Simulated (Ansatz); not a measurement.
H7NSiSn (`N[SiH2][SnH3]`), relaxed with RKS PBE0-D4/def2-TZVP in Ansatz 0.2.0 from a PBE-D4/def2-SVP geometry. The force threshold is 0.005 eV/Å; the program also tests the step.

Charge 0, multiplicity 1. Sn: def2 effective core potential.

Start:

```xyz
10

N     1.447   -0.730    0.951
Si    0.027   -1.002   -0.039
Sn   -1.037    1.309   -0.480
H     2.167   -0.099    0.587
H     1.893   -1.550    1.374
H    -0.904   -1.879    0.756
H     0.238   -1.695   -1.373
H     0.147    2.388   -1.145
H    -1.629    2.031    0.976
H    -2.349    1.226   -1.607
```

| step | energy (eV) | largest force (eV/Å) | largest move (Å) |
| --- | --- | --- | --- |
| 1 | -15309.3584 | 0.576 | 0.000 |
| 2 | -15309.3867 | 0.310 | 0.050 |
| 3 | -15309.3951 | 0.207 | 0.026 |
| 4 | -15309.3972 | 0.119 | 0.023 |
| 5 (rejected) | -15309.3968 | 0.173 | 0.061 |
| 6 | -15309.3992 | 0.015 | 0.021 |
| 7 | -15309.3993 | 0.021 | 0.017 |
| 8 | -15309.3994 | 0.018 | 0.023 |
| 9 | -15309.3994 | 0.010 | 0.007 |
| 10 | -15309.3995 | 0.008 | 0.007 |
| 11 (rejected) | -15309.3995 | 0.018 | 0.006 |
| 12 | -15309.3995 | 0.005 | 0.003 |
| 13 | -15309.3995 | 0.005 | 0.015 |
| 14 | -15309.3995 | 0.006 | 0.012 |
| 15 | -15309.3996 | 0.005 | 0.007 |
| 16 | -15309.3996 | 0.005 | 0.001 |

End:

```xyz
10

N     1.463   -0.753    0.888
Si    0.018   -0.992   -0.021
Sn   -1.027    1.304   -0.473
H     2.147   -0.084    0.573
H     1.912   -1.543    1.324
H    -0.895   -1.828    0.804
H     0.181   -1.702   -1.327
H     0.158    2.391   -1.064
H    -1.690    1.993    0.942
H    -2.267    1.213   -1.646
```

It took 74 s on 2 threads of an Arm Neoverse V1 on a shared host, with 0.36 GiB of host memory at the peak.
